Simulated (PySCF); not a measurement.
This PySCF input asks for the NMR shieldings of `F[C@H]1C[C@@H](O[SiH2]OCC)O1`, C$_{5}$H$_{11}$FO$_{3}$Si; the geometry comes from GFN2-xTB.

```python
import basis_set_exchange as bse
import numpy as np
from pyscf import gto, dft
from pyscf.prop import nmr

atoms = """
C     3.389936   -0.339164   -0.528264
C     2.964660    0.128857    0.854867
O     1.605984   -0.063044    1.104071
Si    0.360847    0.479827    0.240115
O    -0.806682    0.080996    1.312877
C    -2.120530    0.230581    1.055417
C    -2.805811   -0.900237    0.259520
C    -3.051913    0.193233   -0.773106
F    -2.401290   -0.007932   -1.957621
O    -2.426685    1.167702    0.010558
H     4.468540   -0.257725   -0.630792
H     3.094540   -1.374284   -0.674871
H     2.909815    0.269711   -1.288851
H     3.503489   -0.434382    1.624369
H     3.205609    1.192541    0.970128
H     0.401895    1.923630    0.020037
H     0.212894   -0.239736   -1.025737
H    -2.633492    0.519701    1.982642
H    -2.106492   -1.660321   -0.074617
H    -3.687963   -1.343072    0.708974
H    -4.086272    0.450059   -1.035484
"""
names = dict.fromkeys(["C", "O", "Si", "F", "H"], "pcSseg-1")
basis = {el: gto.basis.parse(bse.get_basis(n, elements=[el], fmt="nwchem")) for el, n in names.items()}
mol = gto.M(atom=atoms, basis=basis, charge=0, verbose=0)
mf = dft.RKS(mol, xc="PBE0")
mf.grids.level = 2
mf.grids.alignment = dft.numint.BLKSIZE   # the property module wants whole blocks of grid points
mf.conv_tol = 1e-9
mf.kernel()

calc = nmr.RKS(mf)   # GIAO
C = mf.mo_coeff
Co = C[:, mf.mo_occ > 0]
resp = mf.gen_response(singlet=True, hermi=2)
def vind(x):   # induced exchange potential for any number of trial vectors
    d = np.einsum("pi,xij,qj->xpq", C, 2 * x.reshape(-1, C.shape[1], Co.shape[1]), Co, optimize=True)
    return np.einsum("xpq,pi,qj->xij", resp(d - d.transpose(0, 2, 1)), C, Co, optimize=True).ravel()
mo1, _ = nmr.rhf.solve_mo1(calc, with_cphf=vind)
sigma = calc.kernel(mo1)
for i, s in enumerate(sigma):   # ppm
    print("%2d %-2s %9.2f" % (i, mol.atom_pure_symbol(i), np.trace(s) / 3))
```

**Question.** What are the results?

**Answer.** 
```
 0 C     165.16
 1 C     124.64
 2 O     290.42
 3 Si    384.30
 4 O     229.01
 5 C      91.11
 6 C     142.31
 7 C      77.33
 8 F     289.41
 9 O     162.28
10 H      30.60
11 H      30.18
12 H      30.49
13 H      27.54
14 H      27.53
15 H      26.60
16 H      26.25
17 H      25.94
18 H      29.09
19 H      28.60
20 H      25.75
```

These numbers come from an equivalent density-fitted implementation of the same equations, which agrees with the script to about 0.01 ppm for H and up to a few tenths of a ppm for heavy atoms, so last digits may differ.

**Question.** Turn these shieldings into chemical shifts. Chemical shifts δ = σref − σ; TMS for ¹³C (σ = 186.93 ppm) and ²⁹Si (σ = 349.16 ppm) and ¹H (σ = 31.72 ppm); ¹⁷O (σ = 336.08 ppm) vs H2O; ¹⁹F (σ = 170.95 ppm) against CFCl3, all at this level.

**Answer.** Averaging equivalent atoms: C 7: 109.6; C 5: 95.8; C 1: 62.3; C 6: 44.6; C 0: 21.8; O 9: 173.8; O 4: 107.1; O 2: 45.7; Si 3: -35.1; F 8: -118.5; H 20: 5.96; H 17: 5.77; H 16: 5.47; H 15: 5.12; H 14: 4.18; H 13: 4.18; H 19: 3.11; H 18: 2.62; H 10/11/12: 1.29 ppm. Unscaled 19F shifts against computed CFCl3 carry errors that often reach 10 to 50 ppm. Experimental scales use liquid or dissolved standards, which lie at an offset from isolated H2O (liquid H2O: subtract about 36 ppm).

Size and cost of the density-fitted run: 232 basis functions, 60 s wall time on 1 thread of an Arm Neoverse V1, shared host; peak memory 1.1 GiB.
